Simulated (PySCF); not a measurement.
## Computed beside measured shifts

System: Diphenyl(1-phenylethyl)phosphine oxide (C20H19OP), SMILES C[C@H](c1ccccc1)P(=O)(c1ccccc1)c1ccccc1.

Atom-mapped SMILES (hydrogens are numbered by the atom that bears them): [CH3:1][C@H:2]([c:3]1[cH:4][cH:5][cH:6][cH:7][cH:8]1)[P:9](=[O:10])([c:11]1[cH:12][cH:13][cH:14][cH:15][cH:16]1)[c:17]1[cH:18][cH:19][cH:20][cH:21][cH:22]1

Computed with GIAO KT3/pcSseg-2, gas phase, PySCF SCF with an in-house response code, fitting set def2-universal-JFIT, grid level 2, non-relativistic, geometry: PBE0-D3(BJ)/def2-SVP.

One optimised conformer. Values are averaged over the atoms that symmetry or fast rotation interchanges, on this one geometry and without vibrational averaging. Shifts are the reference shielding less the shielding here, at the same level (13C, 1H against isolated TMS; 17O against isolated H2O; 31P against isolated H3PO4); nuclei without a reference have shieldings only.

**Question.** What shifts does this level give for P9, and how do they compare with measurement?

**Answer.** 
| atom | nucleus | computed / ppm | measured / ppm | computed less measured | measured against | medium of the measurement |
| --- | --- | --- | --- | --- | --- | --- |
| P9 | 31P | 9.4 | 34.21 | -24.8 | 85 % H3PO4 | CDCl3 |

Computed 19F and 31P shifts carry an offset from the reference molecule (CFCl3 is hard for DFT, lone H3PO4 or PH3 isn't the 85 % acid), so differences between compounds are more accurate than the values.

Measured values: supporting information or article, doi 10.1039/c9gc01254k.
